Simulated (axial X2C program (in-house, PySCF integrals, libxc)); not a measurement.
What spin–orbit coupling does to CuBi

Calculated with an axial X2C code built on PySCF integrals. Spin-free means the one-electron spin-free X2C Hamiltonian; two-component (2c) means X2C with spin–orbit coupling and atomic mean-field two-electron Coulomb and Gaunt terms, so the difference of the two also holds small scalar two-electron terms. Basis: Bi dyall-v3z [12s14p10d5f], Cu dyall-v3z [9s9p6d3f2g] (cores contracted in-house); Gaussian nuclei, density fitting, unrestricted open shells. Masses: Bi 208.980 u, Cu 62.930 u.

Spin-free state: M_S = 1, Λ = 0 (beyond evenly filled blocks: π+α, π-α); fragments Bi + Cu.

| level | Re (Å) | ωe (cm⁻¹) | De (eV) | μ (D) |
| --- | --- | --- | --- | --- |
| PBE0 | 2.482 | 204.2 | 1.806 | 1.59 |
| r2SCAN | 2.443 | 218.4 | 2.052 | 1.34 |
| B3LYP | 2.498 | 200.1 | 1.869 | 1.20 |

Dipoles are positive if Cu is the positive end.

Two-component determinant lowest at the distance of the search:

Ω = 0 (closed shell); fragments Bi + Cu.

```tsv
level	Re (Å)	ωe (cm⁻¹)	De (eV)	μ (D)
PBE0	2.501	194.8	1.650	0.70
r2SCAN	2.457	211.8	1.807	0.48
B3LYP	2.528	187.2	1.717	0.23
```

Q: From the two tables, how do the constants change at the PBE0 level (2c against spin-free)?

A: At the PBE0 level Re rises by 0.019 Å and ωe decreases by 9.4 cm⁻¹; De changes by -0.156 eV.

The state is a single determinant with fixed occupations, the lowest that a limited PBE0 search found. Closed shells are restricted here (equal orbitals for both partners); the stretched side of such a curve lies too high. Dissociation energies refer to the lowest single-determinant-based atoms at the same level and basis. Other states lie close and PBE0, whose exact exchange favours high spin, may order them wrongly; the determinant shown need not be the ground state. The nearest other spin-free determinant of the search, M_S = 0, Λ = 2, lies 0.73 eV up at the distance of the search. The 2c closed shell (π1/2)² is the Ω = 0⁺ component of the spin-free π² triplet, mixed with the ¹Σ⁺ state; no single spin-free determinant represents it.
